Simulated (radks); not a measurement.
Numerical settings for the bismuth ion Bi2+, [Hg] 6p1. All-electron calculation, scalar-relativistic Kohn-Sham, LDA (Slater exchange, Perdew-Wang correlation), spin-polarised, spherical densities, point nucleus; open shells are filled with parallel spins first (spin-orbit coupling, left out, can overturn this in heavy ions). Program: a radial shooting solver on a logarithmic mesh with Libxc functionals. The defaults (mesh step 0.008 in ln r, mesh end at 40 bohr or more with all orbitals vanishing there, Anderson mixing 0.5 over 9 steps, residual threshold near 1e-9 with the energy settled to 1e-9 hartree or 1e-11 of itself, here a cap of 63 iterations) give E = -21518.447 hartree and 6p at -19.866 eV in 15 iterations. Run on one thread of a shared host, so times are rough (Arm Neoverse V2): 0.32 s of CPU time, 0.32 s wall, 15 iterations on 2587 mesh points. Changes against that run (0 stands for a change within the tolerance of the run):

| setting | iterations | converged | E (mhartree) | e(6p) (meV) | CPU (s) |
|---|---|---|---|---|---|
| mesh step in ln r 0.012 | 15 | yes | 0 | 0 | 0.22 |
| mesh step in ln r 0.003 | 15 | yes | 0 | 0 | 0.82 |
| mesh step in ln r 0.2 | 4 | no | diverged | - | 0.01 |
| mesh end (bohr) 5 | 15 | yes | +25.8 | +858 | 0.3 |
| mesh end (bohr) 12 | 15 | yes | 0 | 0 | 0.31 |
| residual threshold 0.1 | 11 | yes | 0 | 0 | 0.26 |
| residual threshold 1e-16 | 63 | no | 0 | 0 | 0.59 |
| mixing 2.5 | 17 | yes | 0 | 0 | 0.35 |
| linear mixing, mixing 0.2 | 63 | no | 0 | 0 | 1.1 |
| linear mixing, mixing 0.8 | 63 | no | 0 | -0.00634 | 1.3 |
| mixing history 3 | 16 | yes | 0 | 0 | 0.32 |
| iteration cap 8 | 8 | no | +0.00556 | +1.78 | 0.2 |

Settings that end as converged yet miss the energy by more than 1 mhartree: mesh end (bohr) 5 (+0.0258 hartree). A mesh that ends early acts as a hard wall.
